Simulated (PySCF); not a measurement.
PySCF 2.14 output of an unrestricted PBEsol calculation on a single atom or ion in x2c-TZVPPall (11s7p7d4f2g, 113 functions), with the spin-free X2C one-electron Hamiltonian (Gaussian nucleus):

```
SCF conv_tol = 1e-09
number electrons alpha = 31  beta = 27
    J. P. Perdew, A. Ruzsinszky, G. I. Csonka, O. A. Vydrov, G. E. Scuseria, L. A. Constantin, X. Zhou, and K. Burke.,  Phys. Rev. Lett. 100, 136406 (2008)
    J. P. Perdew, A. Ruzsinszky, G. I. Csonka, O. A. Vydrov, G. E. Scuseria, L. A. Constantin, X. Zhou, and K. Burke.,  Phys. Rev. Lett. 100, 136406 (2008)
cycle= 1 E= -9618.61057202435  delta_E= -0.0269  |g|= 0.154  |ddm|= 0.328
cycle= 2 E= -9618.60697640645  delta_E= 0.0036  |g|= 0.224  |ddm|= 0.227
cycle= 3 E= -9618.61365754547  delta_E= -0.00668  |g|= 0.00283  |ddm|= 0.132
cycle= 4 E= -9618.61365861939  delta_E= -1.07e-06  |g|= 0.000461  |ddm|= 0.00191
cycle= 5 E= -9618.61365866229  delta_E= -4.29e-08  |g|= 3.19e-05  |ddm|= 0.000449
cycle= 6 E= -9618.61365866261  delta_E= -3.2e-10  |g|= 3.73e-06  |ddm|= 6.08e-05
converged SCF energy = -9618.61365866261  <S^2> = 6.0015737  2S+1 = 5.0006294
```

The run itself started from symmetry-adapted Hartree-Fock orbitals and held the occupation by maximum overlap, on a logarithmic radial grid, so the iterations belong to that start.

Question: Which element, charge and spin multiplicity is this?

Answer: Nd²⁺ (neodymium, charge +2), multiplicity 5; the state was [Xe] 4f4, one real determinant.

⟨L²⟩ = 34.00 against 42 for a pure I term, so this real determinant mixes terms. Spin-orbit coupling, absent here, splits the open shell strongly.
